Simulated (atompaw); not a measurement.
Scattering properties, PAW (atompaw) potential for oxygen (O)

- Element: O
- Generator: atompaw 4.2.0.5
- Type: PAW
- Functional: PBEsol
- Relativity: scalar-relativistic
- Frozen core: [He]
- Valence charge: 6
- Reference configuration: 2s2 2p4
- Partial waves: 2s (bound): rc 1.80 bohr; 2s channel at 0.25 Ry: rc 0.60 bohr; 2p (bound): rc 1.80 bohr; 2p channel at 0.55 Ry: rc 1.80 bohr
- Local potential: bessel scheme, radius 1.60 bohr
- Core correction: smooth core density matched at 1.25 bohr
- Augmentation charge: besselshape compensation charge, radius 1.40 bohr; PAW radius 1.80 bohr; waves and projectors: custom polynom vanderbiltortho

The phase is arctan(r·u′/u) with u = r·R(r), unwrapped; energies in Ry, scanned from -4 to 5 Ry. A pole is an energy at which the radial function vanishes at the test radius. The pseudo phase is shifted by a multiple of π to meet the all-electron one at the reference energy, and phase errors are pseudo minus all-electron; the curves can meet again beyond the range given. Levels narrower than the energy grid can be missing from the lists of poles.

Task: For each channel, where are the poles, and over which energies does the pseudopotential scatter like the atom?

Result:

| channel | radius (bohr) | reference energy (Ry) | poles, all-electron | poles, pseudo | unbroken range about the reference energy with phases within 0.05 rad | phase error 1 Ry above the reference energy (rad) |
| --- | --- | --- | --- | --- | --- | --- |
| s | 1.80 | -1.75 | -0.96 | -0.96, -0.22 | below -0.2 | -0.001 |
| p | 1.80 | -0.66 | 0.16 | 0.16 | below 3.6 | +0.000 |

Phases in the p channel:

| E (Ry) | all-electron | pseudo |
| --- | --- | --- |
| -4.00 | 1.272 | 1.273 |
| -3.76 | 1.260 | 1.261 |
| -3.52 | 1.246 | 1.247 |
| -3.28 | 1.230 | 1.231 |
| -3.04 | 1.211 | 1.212 |
| -2.80 | 1.188 | 1.189 |
| -2.56 | 1.160 | 1.160 |
| -2.32 | 1.123 | 1.124 |
| -2.08 | 1.074 | 1.075 |
| -1.84 | 1.005 | 1.005 |
| -1.60 | 0.898 | 0.898 |
| -1.36 | 0.713 | 0.713 |
| -1.12 | 0.350 | 0.351 |
| -0.88 | -0.306 | -0.306 |
| -0.64 | -0.931 | -0.931 |
| -0.40 | -1.264 | -1.264 |
| -0.16 | -1.439 | -1.439 |
| 0.08 | -1.545 | -1.545 |
| 0.32 | -1.618 | -1.618 |
| 0.56 | -1.673 | -1.673 |
| 0.80 | -1.719 | -1.719 |
| 1.04 | -1.759 | -1.759 |
| 1.28 | -1.797 | -1.797 |
| 1.52 | -1.835 | -1.835 |
| 1.76 | -1.874 | -1.873 |
| 2.00 | -1.916 | -1.915 |
| 2.24 | -1.964 | -1.961 |
| 2.48 | -2.019 | -2.015 |
| 2.72 | -2.085 | -2.078 |
| 2.96 | -2.168 | -2.156 |
| 3.20 | -2.274 | -2.255 |
| 3.44 | -2.414 | -2.382 |
| 3.68 | -2.601 | -2.549 |
| 3.92 | -2.846 | -2.765 |
| 4.16 | -3.140 | -3.028 |
| 4.40 | -3.445 | -3.315 |
| 4.64 | -3.713 | -3.583 |
| 4.88 | -3.922 | -3.805 |
